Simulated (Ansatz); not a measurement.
Total energies of Ga₁₀Sb₁₀H₂₈, a nanocrystal cut from zinc blende GaSb (hydrogen-capped) from Ansatz at PBE0-D4/def2-TZVP, gas phase (1 Eh = 27.2114 eV = 2625.5 kJ/mol). The reference geometry is relaxed at PBE-D4/def2-SVP.

```xyz
48

Ga   -4.316   -2.641   -0.860
Ga    2.640   -4.169   -1.719
Ga    3.569    0.706   -2.187
Ga   -4.060    1.893   -0.478
Ga    0.212    3.850   -1.234
Ga   -0.381   -0.369   -1.067
Ga   -0.487   -3.048    2.180
Ga    2.881   -0.623    1.789
Ga   -0.521    1.667    2.696
Ga    3.441    3.721    1.571
Sb    0.370   -2.724   -2.118
Sb   -3.018   -0.339   -1.456
Sb   -3.116   -3.012    1.537
Sb    0.981    1.532   -2.282
Sb    3.576   -2.884    0.466
Sb    3.950    1.344    0.391
Sb   -2.478    3.790   -1.529
Sb   -3.140    1.912    2.042
Sb    0.727    3.609    1.356
Sb    0.227   -0.559    1.491
H    -5.839   -2.308   -0.629
H    -3.742   -3.747   -1.828
H     2.163   -5.606   -1.283
H     3.576   -3.793   -2.927
H     4.436    1.556   -3.190
H     3.415   -0.877   -2.258
H    -5.604    2.185   -0.612
H     0.754    5.163   -1.923
H     0.215   -3.929    1.055
H    -0.350   -3.318    3.726
H     3.271   -0.798    3.312
H    -0.395    1.769    4.267
H     3.873    4.899    0.613
H     3.808    3.585    3.099
H     0.133   -2.509   -3.808
H    -1.007   -3.721   -1.882
H    -3.161   -0.070   -3.151
H    -3.907   -4.358    2.260
H    -3.820   -1.843    2.583
H     0.343    1.526   -3.883
H     5.263   -2.708    0.188
H     3.732   -4.090    1.679
H     5.633    1.080    0.646
H    -2.878    3.841   -3.199
H    -3.144    5.327   -1.137
H    -3.845    3.282    2.806
H    -4.063    0.735    2.887
H     0.084    5.071    2.002
```

```csv
state,geometry,energy (Eh)
charge 0 singlet,reference,-21665.98027
charge 1 doublet,reference,-21665.70154
charge -1 doublet,reference,-21666.02473
free Ga atom (doublet),–,-1924.55212
free Sb atom (quartet),–,-240.22283
free H atom (doublet),–,-0.50104
```

In the def2 sets Sb takes a core potential; there is no spin–orbit coupling. Single mean-field runs in def2-TZVP are fitted with def2-universal-jkfit.

(1) Work out the vertical ionisation energy to the doublet.

(2) Work out the vertical electron affinity, to the doublet.

(3) Give the fundamental gap IE − EA, the Mulliken electronegativity (IE + EA)/2 and the hardness (IE − EA)/2.

(4) What is the binding energy per atom against free atoms?

(1) E(charge 1 doublet) − E(charge 0 singlet) = -21665.70154 − (-21665.98027) = 0.27873 Eh = 7.58 eV. For comparison, −ε of the highest occupied level is 6.61 eV at this level, 0.97 eV less.

(2) E(charge 0 singlet) − E(charge -1 doublet) = -21665.98027 − (-21666.02473) = 0.04446 Eh = 1.21 eV. The basis lacks diffuse functions, which makes affinities too small.

(3) From the values in Eh: IE − EA = 0.27873 − 0.04446 = 0.23427 Eh = 6.37 eV; (IE + EA)/2 = 4.40 eV; (IE − EA)/2 = 3.19 eV. The HOMO–LUMO gap of the same run is 4.61 eV, 1.76 eV smaller than the fundamental gap.

(4) Atoms: 10 × (-1924.55212) + 10 × (-240.22283) + 28 × (-0.50104) = -21661.77862 Eh. Binding: -21661.77862 − (-21665.98027) = 4.20165 Eh = 114.33 eV, or 2.38 eV for each of 48 atoms (no zero-point energy, no counterpoise term).
